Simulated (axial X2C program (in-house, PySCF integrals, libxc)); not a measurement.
InF: bond constants with and without spin–orbit coupling

Calculated with an in-house relativistic program for diatomic molecules. Spin-free means the one-electron spin-free X2C Hamiltonian; two-component (2c) means X2C with spin–orbit coupling and atomic mean-field two-electron Coulomb and Gaunt terms, so the difference of the two also holds small scalar two-electron terms. Basis: In dyall-cv3z [11s12p9d4f1g], F dyall-av3z [7s6p3d2f] (cores contracted in-house); Gaussian nuclei, density fitting, unrestricted open shells. Masses: In 114.904 u, F 18.998 u.

State, spin-free: M_S = 0, Λ = 0 (closed shell); electrons by block: σα: 13, σβ: 13, π+α: 6, π+β: 6, π-α: 6, π-β: 6, δ+α: 2, δ+β: 2, δ-α: 2, δ-β: 2. Fragments: In + F.

State, 2c: Ω = 0 (closed shell); electrons by block: 1/2: 19, -1/2: 19, 3/2: 8, -3/2: 8, 5/2: 2, -5/2: 2. Fragments: In + F.

```
Hamiltonian    level  Re (Å)  ωe (cm⁻¹)  ωexe (cm⁻¹)  De (eV)  k (mdyn/Å)  μ (D)
  spin-free     PBE0   1.995      524.5         2.63     5.44        2.64  -3.25
  spin-free       HF   1.978      549.3         2.85     3.67         2.9  -3.14
  spin-free      MP2   1.995      523.9         2.65     5.85        2.64    n/a
  spin-free     CCSD   1.993      531.6         2.55     5.54        2.71    n/a
  spin-free  CCSD(T)   1.993      530.9         2.56      n/a        2.71    n/a
  spin-free    TPSSh   2.002      519.3         2.62     5.54        2.59  -3.16
         2c     PBE0   1.995      524.4         2.63      n/a        2.64  -3.25
         2c       HF   1.978      549.2         2.84     3.48         2.9  -3.14
         2c      MP2   1.996      523.7         2.65     5.70        2.63    n/a
         2c     CCSD   1.992      531.5         2.59     5.35        2.71    n/a
         2c  CCSD(T)   1.993      529.9         2.48      n/a         2.7    n/a
         2c    TPSSh   2.002      519.2         2.62      n/a        2.59  -3.16
```

Correlated methods: 20 electrons correlated (number of frozen shells: In 4 s, 3 p, 1 d; F 1 s), 258 virtual spin orbitals or spinors in MP2, 110 natural virtuals in coupled cluster.

Dipoles are positive if F is the positive end.

The state is a single determinant with fixed occupations, the lowest that a limited PBE0 search found. The closed shell is kept restricted, so the energy runs too high when the bond is stretched far. De is counted from the lowest determinant-based energies of the atoms at the same level, without counterpoise correction. De is not given where an atomic determinant may have missed its ground term or J level, or where the truncated virtual space spoils (T). Coupled cluster ran in a truncated set of natural virtual spinors; the MP2 energy of the rest was added. (T) has no such correction and the atoms are truncated less, which lowers De at CCSD(T) by a hundredth of an eV or more. Without a current term, density functionals place determinants with orbital angular momentum somewhat too high.

Rough cost a point (2c) on 1 thread(s) of a shared host, integrals apart: PBE0 0.5 s, HF 0.24 s, CCSD(T) 30 s, TPSSh 0.8 s.

The whole task took 9.5 min on 1 thread of Intel(R) Xeon(R) Processor @ 2.30GHz, with other jobs on the host.
